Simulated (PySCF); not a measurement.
TDDFT excited states: C4H11BO2

Compound: ethyldimethoxyborane, C₄H₁₁BO₂.
SMILES with atom numbers: `[CH3:1][CH2:2][B:3]([O:4][CH3:5])[O:6][CH3:7]` (hydrogens: H8, H9, H10 on C1; H11, H12 on C2; H13, H14, H15 on C5; H16, H17, H18 on C7)

Cartesian coordinates in Å at the PBE0-D3(BJ)/def2-SVP level; atoms count from 1:
```
atom  x, y, z in Å
C1    -0.648    2.488    0.005
C2     0.408    1.393   -0.070
B3    -0.150   -0.061   -0.331
O4     0.649   -1.164   -0.444
C5     2.042   -1.102   -0.342
O6    -1.490   -0.235   -0.454
C7    -2.078   -1.490   -0.674
H8    -0.204    3.483    0.167
H9    -1.358    2.299    0.824
H10   -1.242    2.531   -0.920
H11    1.150    1.624   -0.857
H12    1.007    1.369    0.861
H13    2.488   -0.480   -1.137
H14    2.445   -2.121   -0.439
H15    2.368   -0.696    0.631
H16   -2.947   -1.360   -1.337
H17   -1.375   -2.201   -1.133
H18   -2.434   -1.919    0.277
```

Method: TDDFT CAM-B3LYP/def2-SVPD, vertical, gas phase, core orbitals frozen in the response (PySCF).

Task: What does the calculation give for the low-lying excited states?

Result: 

```json
{"state": "S1", "E (eV)": "7.62", "E (hartree)": "0.2799", "f": "0.0003", "|μ| (D)": "0.11", "main configurations (H = HOMO, L = LUMO)": "H→L (89%)"}
{"state": "S2", "E (eV)": "7.79", "E (hartree)": "0.2862", "f": "0.0010", "|μ| (D)": "0.18", "main configurations (H = HOMO, L = LUMO)": "H-1→L (91%)"}
{"state": "S3", "E (eV)": "8.18", "E (hartree)": "0.3007", "f": "0.0075", "|μ| (D)": "0.49", "main configurations (H = HOMO, L = LUMO)": "H-1→L+3 (69%), H-1→L+6 (14%)"}
{"state": "S4", "E (eV)": "8.37", "E (hartree)": "0.3075", "f": "0.036", "|μ| (D)": "1.06", "main configurations (H = HOMO, L = LUMO)": "H→L+1 (55%), H-3→L (25%)"}
{"state": "S5", "E (eV)": "8.55", "E (hartree)": "0.3141", "f": "0.027", "|μ| (D)": "0.92", "main configurations (H = HOMO, L = LUMO)": "H-2→L (46%), H→L+3 (16%), H-1→L+2 (9%)"}
{"state": "S6", "E (eV)": "8.60", "E (hartree)": "0.3160", "f": "0.157", "|μ| (D)": "2.19", "main configurations (H = HOMO, L = LUMO)": "H→L+3 (61%), H-2→L (12%)"}
{"state": "S7", "E (eV)": "8.70", "E (hartree)": "0.3199", "f": "0.010", "|μ| (D)": "0.55", "main configurations (H = HOMO, L = LUMO)": "H-1→L+2 (37%), H-1→L+1 (25%), H-5→L (14%)"}
{"state": "S8", "E (eV)": "8.75", "E (hartree)": "0.3215", "f": "0.013", "|μ| (D)": "0.63", "main configurations (H = HOMO, L = LUMO)": "H→L+2 (50%), H-3→L (14%), H→L+1 (9%)"}
{"state": "S9", "E (eV)": "8.83", "E (hartree)": "0.3244", "f": "0.0002", "|μ| (D)": "0.08", "main configurations (H = HOMO, L = LUMO)": "H-3→L (35%), H→L+2 (17%), H→L+1 (10%)"}
{"state": "S10", "E (eV)": "8.90", "E (hartree)": "0.3270", "f": "0.0051", "|μ| (D)": "0.39", "main configurations (H = HOMO, L = LUMO)": "H-1→L+1 (46%), H-2→L (13%), H-1→L+2 (12%)"}
```

Triplets, Tamm–Dancoff:

```tsv
state	E (eV)	λ (nm)	main configurations (H = HOMO, L = LUMO)
T1	7.48	165.8	H→L+3 (40%), H→L (37%), H→L+6 (10%)
T2	7.53	164.7	H→L (49%), H→L+3 (30%)
T3	7.66	161.9	H-1→L (88%)
T4	7.69	161.2	H-1→L+3 (60%), H-1→L+6 (25%)
```

The lowest singlet comes at 163 nm (735 kJ/mol) in the vacuum ultraviolet; it is dark (f under 0.0005); its leading configuration is HOMO→LUMO (89%). The most intense listed level is S6 at 8.60 eV (144 nm, f = 0.157), 0.98 eV above S1. Löwdin shares by element: HOMO oxygen 64%, carbon 15% or more (atoms not listed hold the other 21%); LUMO boron 44%, carbon 19% or more (atoms not listed hold the other 37%). Weighted by f, the mean energy of these states is 8.56 eV. Orbital energies (eV): HOMO-3 -10.61, HOMO-2 -10.53, HOMO-1 -9.71, HOMO -9.58, LUMO 0.93, LUMO+1 1.65, LUMO+2 1.84. The listed states span 1.28 eV, and the widest gap between neighbours is 0.40 eV (S2 to S3). The vertical ionisation energy (ΔSCF) is 10.37 eV, 1.47 eV above S10. Singlets were solved by full linear response, triplets in the Tamm–Dancoff approximation.

One conformer stands for the species.
